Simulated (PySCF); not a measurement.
GeFCl, singlet: molecular constants

Computed with PySCF, PBE0, basis Ge def2-TZVP, F def2-TZVP, Cl def2-TZVP (no relativity, density fitting).

The structure is a minimum.

```json
{
  "Point group": "Cs",
  "Bond lengths": "Ge–Cl 2.180 Å, Ge–F 1.748 Å",
  "Bond angles": "Cl–Ge–F 98.3°",
  "Entropy at 298.15 K and 1 bar": "289.2 J/(mol K)",
  "Rotational symmetry number": "1",
  "Heat capacity Cp at 298.15 K": "50.7 J/(mol K)",
  "Rotational constants": "0.419, 0.1242, 0.09583 cm⁻¹",
  "Principal quadrupole moments (Buckingham, traceless) about the centre of mass": "-5.31, 0.35, 4.97 D Å",
  "Dipole moment": "2.25 D",
  "Principal polarisabilities": "31.0, 34.4, 54.3 bohr³",
  "Zero-point energy": "7.7 kJ/mol",
  "Enthalpy at 298.15 K above 0 K": "12.48 kJ/mol",
  "Highest occupied level": "-8.44 eV",
  "Atomisation energy without zero-point energy": "925 kJ/mol",
  "Lowest empty level": "-2.85 eV"
}
```

Harmonic modes (masses in u: Ge 73.921, F 18.998, Cl 34.969):
| symmetry | ω (cm⁻¹) | IR (km/mol) | type |
| --- | --- | --- | --- |
| a' | 208 | 5.4 | bend |
| a' | 404 | 96.3 | stretch |
| a' | 674 | 113 | stretch |

Charges (e):
```csv
atom,Mulliken,Löwdin,polar tensor,Mayer order to Ge1
Ge1,0.67,0.14,1.19,–
F2,-0.36,-0.18,-0.61,0.96
Cl3,-0.31,0.05,-0.58,1.09
```

Mulliken populations on Ge1: s 7.88, p 13.16, d 10.22, f 0.06.

Outer orbital energies (eV). occupied: -22.91, -15.17, -12.19, -11.96, -11.69, -9.61, -9.40, -8.44; empty: -2.85, -0.15, 0.39, 4.97.

Counting electrons, germanium keeps 2 of its valence electrons outside its bonds, so the VSEPR class is AX2E1 and the expected shape is bent; with unlike ligands the computed point group is Cs.

This need not be the most stable arrangement of these atoms.

The final relaxation and frequency run took 23 s on 4 threads of a shared Arm Neoverse V1 host, with 116 basis functions and 15 gradients; the process peaked at 1 GiB.
